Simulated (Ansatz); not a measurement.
A structure relaxed at PBE0-D4/def2-TZVP, charge 0, multiplicity 2:

```xyz
8

O     0.1732   -1.2312   -2.5055
Al    0.9729   -1.0609   -1.0158
O     0.2612   -0.0956    0.1609
Si   -0.3413    0.8216    1.3593
H     0.5277   -1.7662   -3.2149
H     0.7402    1.2138    2.3028
H    -0.9572    2.0548    0.8022
H    -1.3767    0.0637    2.1109
```

(1) Give its formula and SMILES.

(2) Summarise the bond lengths by kind.

Results:

(1) AlH4O2Si, `[OH][Al][O][SiH3]`.

(2) 2 × Al–O 1.680 to 1.699 Å; 1 × H–O 0.957 Å; 1 × O–Si 1.625 Å; 3 × H–Si 1.487 to 1.488 Å.

Results of the Gaussian-basis code of Ansatz.
